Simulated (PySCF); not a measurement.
Species: C5H8OS.
SMILES with atom numbers: `[CH2:1]=[CH:2]/[CH:3]=[CH:4]\[S@@:5]([CH3:6])=[O:7]` (hydrogens: H8, H9 on C1; H10 on C2; H11 on C3; H12 on C4; H13, H14, H15 on C6)

Theory: PBE0-D3(BJ)/def2-SVP geometry optimisation, gas phase in PySCF.

Problem. What internal coordinates does the optimisation give?

Solution. 
```
                  bond  length (Å)
                 C1=C2       1.340
                 C2–C3       1.453
                 C3=C4       1.343
                 C4–S5       1.789
                 S5–C6       1.817
                 S5=O7       1.500
                 C1–H8       1.094
                 C1–H9       1.092
                C2–H10       1.095
                C3–H11       1.097
                C4–H12       1.096
C6–H13, C6–H14, C6–H15       1.099
```

Bonds in one row agree within 0.01 Å and their mean is given. A selection of angles:
```
     angle  degrees
  C2–C1–H8    121.1
  C2–C1–H9    121.5
  H8–C1–H9    117.3
  C1–C2–C3    123.3
 C1–C2–H10    119.8
 C3–C2–H10    116.9
  C2–C3–C4    125.8
 C2–C3–H11    116.4
 C4–C3–H11    117.7
  C3–C4–S5    123.9
 C3–C4–H12    123.1
 S5–C4–H12    112.8
  C4–S5–C6     96.5
  C4–S5–O7    105.8
  C6–S5–O7    105.8
 S5–C6–H13    105.9
 S5–C6–H14    110.3
 S5–C6–H15    108.4
H13–C6–H14    110.7
H13–C6–H15    109.7
```

Torsions: C1–C2–C3–C4 -177° (antiperiplanar); C2–C3–C4–S5 -3° (synperiplanar); C3–C4–S5–C6 111° (anticlinal).

Of the pairs four or more bonds apart, S5···H10 is among the closest relative to their van der Waals radii: 2.78 Å, 93 % of the sum of Bondi's values. The 2 C–S bonds span 1.789 Å (C4–S5, drawn single) to 1.817 Å (S5–C6, drawn single), a spread of 0.028 Å. The C–C distances run from 1.340 Å (C1=C2, drawn double) to 1.453 Å (C2–C3, drawn single), a spread of 0.113 Å. S5 (sulfinyl sulfur) is pyramidal (angles 105.8°, 105.8° and 96.5°, sum 308.1°, 0.72 Å off the plane of its three neighbours).

Point group: C1 (no symmetry element, even within 0.4 Å). No PBE0-D3(BJ)/def2-SVP frequencies stand behind this structure, so it isn't proved a minimum. The numbers are those of one conformer.

The run took 1.7 min wall on an x86-64 server with one thread, on a shared host. This is the geometry optimisation.
